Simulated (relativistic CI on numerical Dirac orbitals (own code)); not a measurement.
**Rh6+ (4d3) in a crystal field**

Calculated by Dirac-Coulomb-Breit CI, KLI orbitals optimised for each configuration, model QED, valence Slater integrals scaled by 0.65, one configuration in a parametric crystal field (own radial code).

Field parameters in Wybourne normalisation: D3d B²₀ = −7Dσ, B⁴₀ = −14Dq − 21Dτ, B⁴₃ = −14√(10/7) Dq; D4h B²₀ = −7Ds, B⁴₀ = 21(Dq − Dt), B⁴₄ = 21√(5/14) Dq; Oh B⁴₀ = 21Dq, B⁴₄ = √(5/14) B⁴₀; Td as Oh with Dq negative (B⁴₀ = 21Dq, B⁴₄ = √(5/14) B⁴₀). The field is a parameter set, without covalency.

S is read from ⟨S²⟩ = S(S + 1).

Powder χT (cm³ K mol⁻¹) by Van Vleck's formula, with temperature-independent terms:

```tsv
Field	2 K	5 K	10 K	20 K	50 K	100 K	200 K	300 K
D3d, 10Dq = 39450, Dσ = 700, Dτ = 310 cm⁻¹	1.04	1.16	1.33	1.5	1.6	1.62	1.63	1.64
D4h, 10Dq = 32900, Ds = 2590, Dt = -370 cm⁻¹	1.11	1.34	1.48	1.54	1.56	1.57	1.58	1.58
D4h, 10Dq = 42800, Ds = 2340, Dt = 120 cm⁻¹	1.38	1.56	1.61	1.62	1.63	1.63	1.64	1.64
Oh, 10Dq = 27250 cm⁻¹	1.52	1.52	1.52	1.52	1.52	1.53	1.54	1.54
Oh, 10Dq = 27450 cm⁻¹	1.52	1.52	1.52	1.52	1.53	1.53	1.54	1.55
Oh, 10Dq = 27650 cm⁻¹	1.52	1.53	1.53	1.53	1.53	1.53	1.54	1.55
Td, 10Dq = -6400 cm⁻¹	0.156	0.157	0.159	0.162	0.173	0.191	0.226	0.262
Td, 10Dq = -13350 cm⁻¹	0.291	0.292	0.294	0.297	0.306	0.321	0.352	0.382
```

(1) For Td, 10Dq = -13350 cm⁻¹: what effective moment follows at 300 K?

## Answers

(1) μ_eff = √(8χT) = 1.75 μB. The ground level has S = 1.24; the spin-only moment for S = 3/2 is 3.88 μB. The difference comes from the orbital moment, spin-orbit mixing of terms and temperature-independent paramagnetism, all larger in this ionic model than in covalent complexes.
